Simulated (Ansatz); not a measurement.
All numbers were calculated with Ansatz.

C9H20, SMILES `CCCCCCCCC` at its PBE0-D4/def2-TZVP geometry, where that method's forces vanish. Charge 0, multiplicity 1.

```tsv
atom	x (Å)	y (Å)	z (Å)
C1	-1.4724	2.3413	-0.8248
C2	-0.0480	2.8288	-0.6160
C3	0.5320	2.4768	0.7499
C4	0.5964	0.9865	1.0625
C5	1.4599	0.1895	0.0970
C6	1.6587	-1.2665	0.5027
C7	0.3798	-2.0874	0.6222
C8	-0.4340	-2.1734	-0.6593
C9	-1.6578	-3.0614	-0.5172
H10	-2.1360	2.7165	-0.0399
H11	-1.8695	2.6789	-1.7848
H12	-1.5348	1.2503	-0.8122
H13	-0.0195	3.9171	-0.7336
H14	0.5951	2.4280	-1.4065
H15	1.5411	2.8987	0.8245
H16	-0.0643	2.9745	1.5238
H17	0.9891	0.8576	2.0782
H18	-0.4175	0.5733	1.0832
H19	1.0313	0.2334	-0.9095
H20	2.4429	0.6698	0.0216
H21	2.1879	-1.2973	1.4623
H22	2.3215	-1.7489	-0.2253
H23	0.6443	-3.1025	0.9409
H24	-0.2512	-1.6822	1.4218
H25	0.2049	-2.5495	-1.4675
H26	-0.7494	-1.1709	-0.9674
H27	-2.2313	-3.1105	-1.4457
H28	-1.3746	-4.0825	-0.2463
H29	-2.3246	-2.6881	0.2654
```

Q: For each bond, give half the difference of the two atoms' forces along it (eV/Å; positive pushes the atoms apart) under PBE-D4, r2SCAN-D4, B3LYP-D4, ωB97M-V in def2-TZVPP. (Best estimate.)

A: The calculation gave: 
| bond | length (Å) | PBE-D4 | r2SCAN-D4 | B3LYP-D4 | ωB97M-V |
| --- | --- | --- | --- | --- | --- |
| C1–C2 | 1.520 | 0.01 | 0.11 | 0.19 | 0.18 |
| C1–H10 | 1.094 | 0.11 | -0.03 | -0.06 | -0.07 |
| C1–H11 | 1.092 | 0.09 | -0.04 | -0.07 | -0.08 |
| C3–C4 | 1.524 | 0.00 | 0.08 | 0.13 | 0.13 |
| C3–H15 | 1.096 | 0.10 | -0.04 | -0.11 | -0.10 |
| C3–H16 | 1.096 | 0.10 | -0.04 | -0.10 | -0.10 |
| C4–H18 | 1.095 | 0.12 | -0.04 | -0.12 | -0.10 |
| C5–H20 | 1.097 | 0.11 | -0.04 | -0.10 | -0.09 |
| C6–H21 | 1.096 | 0.10 | -0.04 | -0.11 | -0.10 |
| C6–H22 | 1.096 | 0.10 | -0.04 | -0.10 | -0.10 |
| C7–H23 | 1.096 | 0.11 | -0.04 | -0.11 | -0.10 |
| C8–H25 | 1.097 | 0.11 | -0.04 | -0.09 | -0.11 |
| C9–H28 | 1.094 | 0.11 | -0.03 | -0.06 | -0.08 |
| C9–H29 | 1.094 | 0.11 | -0.03 | -0.06 | -0.07 |

B3LYP here is the variant with VWN-RPA as its local correlation; programs differ in this.
